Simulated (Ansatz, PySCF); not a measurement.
Species: GaH₂, charge -1, multiplicity 1. 
Coordinates optimised at B3LYP-D3(BJ)/def2-TZVP (Ansatz, a program for electronic structure):
```xyz
3

Ga     0.0690     0.0123     0.0207
H     -0.8666    -1.4150    -0.2692
H     -1.2720     1.0336    -0.3733
```
Charge -1, spin multiplicity 1.

Total electronic energies in hartree. Cores are frozen in the correlated levels unless marked. Spin-orbit coupling is left out. Frozen are the shells of the preceding noble gas and the d and f shells that filled before the atom's block. Non-relativistic. Basis-set limits of correlation are two-point, X^-3; Hartree-Fock from the larger set. [CCSD(T)-MP2]/basis is that difference in the basis named.

The Hartree-Fock reference is unstable (checked in the largest basis), which strains HF and MP2. 

```tsv
level	program	energy (Eh)
HF/6-31G*	Ansatz	-1924.07402
HF/def2-TZVPD	PySCF	-1924.36228
r2SCAN0/def2-TZVPD	Ansatz	-1925.98202
MP2/cc-pVDZ	Ansatz	-1924.39956
RI-MP2/CBS(aug-cc-pVTZ,aug-cc-pVQZ)	Ansatz	-1924.5115
SCS-MP2/aug-cc-pVQZ	Ansatz	-1924.52015
CCSD(T)/def2-SVPD	Ansatz	-1924.22297
RI-MP2/CBS(def2-TZVPPD,def2-QZVPPD)+[CCSD(T)-MP2]/def2-TZVPPD	Ansatz	-1924.5367
CCSD(T)/CBS(aug-cc-pVTZ,aug-cc-pVQZ)	Ansatz	-1924.5352
```

Totals of different functionals don't rank their quality; only differences between species are comparable.
